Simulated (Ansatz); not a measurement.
`[OH][GeH2]` radical, relaxed with UKS PBE-D4/def2-SVP in Ansatz 0.2.0 from a rough embedded geometry. The force threshold is 0.03 eV/Å; the program also tests the step.

Charge 0, multiplicity 2.

Start:

```xyz
5

O    -1.281   -0.210   -0.137
Ge    0.521   -0.203    0.301
H    -1.258   -0.698   -0.937
H     0.719    0.553    1.582
H     1.299    0.558   -0.810
```

```json
{"step": "1", "energy (eV)": "-58593.5076", "largest force (eV/Å)": "1.811", "largest move (Å)": "0.000"}
{"step": "2", "energy (eV)": "-58593.6373", "largest force (eV/Å)": "0.642", "largest move (Å)": "0.086"}
{"step": "3", "energy (eV)": "-58593.6489", "largest force (eV/Å)": "0.521", "largest move (Å)": "0.063"}
{"step": "4", "energy (eV)": "-58593.6591", "largest force (eV/Å)": "0.189", "largest move (Å)": "0.028"}
{"step": "5", "energy (eV)": "-58593.6611", "largest force (eV/Å)": "0.096", "largest move (Å)": "0.046"}
{"step": "6", "energy (eV)": "-58593.6619", "largest force (eV/Å)": "0.014", "largest move (Å)": "0.012"}
```

End:

```xyz
5

O    -1.193   -0.290   -0.073
Ge    0.581   -0.234    0.297
H    -1.343   -0.612   -0.981
H     0.630    0.599    1.620
H     1.325    0.537   -0.863
```

It took 4.9 s on 2 threads of a server CPU on a shared host, with 0.14 GiB of host memory at the peak.
